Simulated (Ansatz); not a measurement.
`BO[C](=O)[GeH3]` + `OCF` → `BOCF` + `O=[C](O)[GeH3]` at 600 K and 1 bar (ligand exchange at a B–O bond).

Calculated with Ansatz (gas phase, PBE0-D4/def2-TZVP geometries, no zero-point term in ΔE). CCSD(T)/CBS is the MP2 limit (def2-TZVPP, def2-QZVPP) plus CCSD(T) − MP2 in def2-TZVPP, frozen cores. For Ge outer-core shells are correlated without core-valence functions, which leaves a few kJ/mol of doubt a bond. Scalar relativity is left out up to krypton. Each species was taken in one conformer, which may not be the lowest.

```csv
species,CCSD(T)/CBS energy (Eh),H − E (kJ/mol),S (J/(mol·K))
`BO[C](=O)[GeH3]`,-2292.31995,215.3,450.3
`OCF`,-214.81254,149.8,300.3
`BOCF`,-240.23545,191.7,349.5
`O=[C](O)[GeH3]`,-2266.90720,173.7,404.7
```

H − E and S are ideal-gas, rigid-rotor, harmonic terms from PBE0-D4/def2-TZVP, for one conformer and one mirror image of each species. 1 Eh = 2625.50 kJ/mol, R = 8.31446 J/(mol·K).

Task: By hand: ΔE, ΔH, ΔS and ΔG.

Result: ΔE = (-240.23545) + (-2266.90720) − (-2292.31995) − (-214.81254) = -0.01016 Eh = -26.7 kJ/mol. Δ(H − E) = 191.7 + 173.7 − 215.3 − 149.8 = 0.3, so ΔH = -26.4 kJ/mol. ΔS = 349.5 + 404.7 − 450.3 − 300.3 = 3.6 J/(mol·K). ΔG = -26.4 − 600 × (3.6)/1000 = -28.6 kJ/mol.

Task: By hand: the equilibrium constant, and the temperature at which ΔG would vanish if ΔH and ΔS stayed fixed.

Result: log₁₀ K = −ΔG/(RT ln 10) = 2.5. ΔH and −TΔS have one sign here, so there is no such temperature. One of them is within its doubt of zero, so this could turn.

The number of gas molecules stays the same, so ΔS is small and ΔH decides. A doubt of 5 kJ/mol in ΔE shifts log₁₀ K by 0.4 here. Other conformers and mirror images would add mixing entropy, several J/(mol·K) or more a flexible species. Modes under 60 cm⁻¹, often nearly free rotors, make the harmonic entropy too high. These are equilibria of isolated gas molecules and say nothing of rates. Largest T1 diagnostic: 0.015 (customary marks: 0.02 for closed shells, 0.045 for open ones).
